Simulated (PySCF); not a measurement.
# Simulated absorption spectrum

C9H10.
Numbering: `[CH2:1]=[CH:2][CH2:3][c:4]1[cH:5][cH:6][cH:7][cH:8][cH:9]1` (hydrogens: H10, H11 on C1; H12 on C2; H13, H14 on C3; H15 on C5; H16 on C6; H17 on C7; H18 on C8; H19 on C9)

Method used: TDDFT CAM-B3LYP/def2-SVPD, vertical, gas phase, core orbitals frozen in the response in PySCF. One conformer (not necessarily the lowest) at the PBE0-D3(BJ)/def2-SVP geometry, without solvent, vibrations or thermal averaging. Torsions of this conformer, `[CH2:1]=[CH:2][CH2:3][c:4]1[cH:5][cH:6][cH:7][cH:8][cH:9]1`: C1–C2–C3–C4 -120°, C2–C3–C4–C5 51°.

Computed states:

| state | E (eV) | f |
| --- | --- | --- |
| S1 | 5.39 | 0.0032 |
| S2 | 6.03 | 0.036 |
| S3 | 6.75 | 0.745 |
| S4 | 6.85 | 0.306 |
| S5 | 7.02 | 0.076 |
| S6 | 7.18 | 0.043 |
| S7 | 7.21 | 0.015 |
| S8 | 7.26 | 0.130 |
| S9 | 7.27 | 0.036 |
| S10 | 7.46 | 0.056 |

Broadening: Gaussians 0.5 eV wide at half height, area fixed by f = 4.319×10⁻⁹ ∫ε dν̃. The cross-section is σ = 3.8235×10⁻²¹ ε cm², given in Mb (10⁻¹⁸ cm²). The width is an assumption, not a result. The curve ends short of the highest state used, and states not computed would add to its high-energy end.

(1) What does the envelope look like, and where are its maxima?

(2) Does any computed singlet lie in the visible range?

(3) On this curve, what absorbance would a 10⁻⁵ mol/L sample give at 222 nm over a 1 cm path?

(4) Coming from long wavelengths, where does ε first pass 100 L mol⁻¹ cm⁻¹?

## Answers

(1) 
λ (nm), σ (Mb) and a bar:
```
    180.6     216.89 #############################
    183.6     220.80 ##############################
    186.6     180.04 ########################
    189.6     118.22 ################
    192.6      63.95 #########
    195.6      30.25 ####
    198.6      14.75 ##
    201.6       9.55 #
    204.6       8.17 #
    207.6       7.26 #
    210.6       5.85 #
    213.6       4.18 #
    216.6       2.70 
    219.6       1.68 
    222.5       1.13 
    225.5       0.87 
    228.5       0.77 
    231.5       0.70 
    234.5       0.61 
    237.5       0.49 
    240.5       0.37 
    243.5       0.25 
    246.5       0.16 
    249.5       0.10 
    252.5       0.05 
    255.5       0.03 
    258.5       0.01 
    261.5       0.01 
    264.5       0.00 
    267.5       0.00
```

Maxima: 182 nm (6.80 eV), ε about 59000, made up of S3 (66%) and S4 (27%) (ε in L mol⁻¹ cm⁻¹; maxima over ε = 5, shares over 10%).

(2) No computed singlet lies in the visible range (380 to 750 nm); the lowest, at 230 nm, stands 2.12 eV above its violet end (3.26 eV).

(3) 222 nm is 5.585 eV, where ε is about 310 L mol⁻¹ cm⁻¹, so A = ε c l ≈ 0.0031 (Beer–Lambert, with the gas-phase spectrum and the assumed width).

(4) At about 240 nm (5.16 eV), 0.22 eV below S1.

The vertical ionisation energy (ΔSCF) is 8.83 eV, 1.37 eV above S10.

Time: 11 min wall. Hardware: one thread of an x86-64 server, no GPU, on a shared host.
